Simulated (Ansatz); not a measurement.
`[OH][Al]([F])[Br]` + H₂Te → `[OH][Al]([F])[TeH]` + HBr at 700 K and 1 bar (ligand exchange at the Al–Br bond).

Gas-phase electronic energies from Ansatz, PBE0-D4/def2-TZVP geometries. CBS: MP2 limit from def2 TZ/QZ plus the TZ coupled-cluster correction, frozen cores. def2 core potentials past Kr. For Br, Te outer-core shells are correlated without core-valence functions, which leaves a few kJ/mol of doubt a bond. Scalar relativity is left out up to krypton. Each species was taken in one conformer, which may not be the lowest.

```
             species  CCSD(T)/CBS energy (Eh)  H − E (kJ/mol)  S (J/(mol·K))
 `[OH][Al]([F])[Br]`              -2991.11301            98.3          397.0
                H₂Te               -268.91024            57.2          261.6
`[OH][Al]([F])[TeH]`               -686.08822           123.3          435.9
                 HBr              -2573.91920            36.5          223.7
```

H − E and S are ideal-gas, rigid-rotor, harmonic terms from PBE0-D4/def2-TZVP, for one conformer and one mirror image of each species. 1 Eh = 2625.50 kJ/mol, R = 8.31446 J/(mol·K).

Problem. By hand: ΔE, ΔH, ΔS and ΔG.

Solution. ΔE = (-686.08822) + (-2573.91920) − (-2991.11301) − (-268.91024) = 0.01583 Eh = 41.6 kJ/mol. Δ(H − E) = 123.3 + 36.5 − 98.3 − 57.2 = 4.3, so ΔH = 45.9 kJ/mol. ΔS = 435.9 + 223.7 − 397.0 − 261.6 = 1.0 J/(mol·K). ΔG = 45.9 − 700 × (1.0)/1000 = 45.2 kJ/mol.

Problem. By hand: the equilibrium constant, and the temperature at which ΔG would vanish if ΔH and ΔS stayed fixed.

Solution. log₁₀ K = −ΔG/(RT ln 10) = -3.4. ΔG = 0 at ΔH/ΔS = 45900 K, far beyond where these terms or the molecules hold.

The number of gas molecules stays the same, so ΔS is small and ΔH decides. A doubt of 5 kJ/mol in ΔE shifts log₁₀ K by 0.4 here. Other conformers and mirror images would add mixing entropy, several J/(mol·K) or more a flexible species. These are equilibria of isolated gas molecules and say nothing of rates. Largest T1 diagnostic: 0.012 (customary marks: 0.02 for closed shells, 0.045 for open ones).
